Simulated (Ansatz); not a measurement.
`N[AsH][SiH3]` → `N[AsH2]` + `[SiH2]` at 600 K and 1 bar (silylene loss).

Calculated with Ansatz (gas phase, PBE0-D4/def2-TZVP geometries, no zero-point term in ΔE). CBS: MP2 limit from def2 TZ/QZ plus the TZ coupled-cluster correction, frozen cores. This one scheme is used for every species. For As outer-core shells are correlated without core-valence functions, which leaves a few kJ/mol of doubt a bond. Scalar relativity is left out up to krypton. One conformer a species, not always the lowest.

```json
{"species": "`N[AsH][SiH3]`", "CCSD(T)/CBS energy (Eh)": "-2582.38925", "H − E (kJ/mol)": "209.8", "S (J/(mol·K))": "407.6"}
{"species": "`N[AsH2]`", "CCSD(T)/CBS energy (Eh)": "-2292.09958", "H − E (kJ/mol)": "143.7", "S (J/(mol·K))": "315.6"}
{"species": "`[SiH2]`", "CCSD(T)/CBS energy (Eh)": "-290.19011", "H − E (kJ/mol)": "52.1", "S (J/(mol·K))": "233.9"}
```

H − E and S are ideal-gas, rigid-rotor, harmonic terms from PBE0-D4/def2-TZVP, for one conformer and one mirror image of each species. 1 Eh = 2625.50 kJ/mol, R = 8.31446 J/(mol·K).

Problem. By hand: ΔE, ΔH, ΔS and ΔG.

Solution. ΔE = (-2292.09958) + (-290.19011) − (-2582.38925) = 0.09956 Eh = 261.4 kJ/mol. Δ(H − E) = 143.7 + 52.1 − 209.8 = -14.0, so ΔH = 247.4 kJ/mol. ΔS = 315.6 + 233.9 − 407.6 = 141.9 J/(mol·K). ΔG = 247.4 − 600 × (141.9)/1000 = 162.3 kJ/mol.

Problem. By hand: the equilibrium constant, and the temperature at which ΔG would vanish if ΔH and ΔS stayed fixed.

Solution. log₁₀ K = −ΔG/(RT ln 10) = -14.1. ΔG = 0 at ΔH/ΔS = 1743 K.

The number of gas molecules changes by +1, which sets the sign of ΔS. A doubt of 5 kJ/mol in ΔE shifts log₁₀ K by 0.4 here. Other conformers and mirror images would add mixing entropy, several J/(mol·K) or more a flexible species. These are equilibria of isolated gas molecules and say nothing of rates. Largest T1 diagnostic: 0.014 (customary marks: 0.02 for closed shells, 0.045 for open ones).
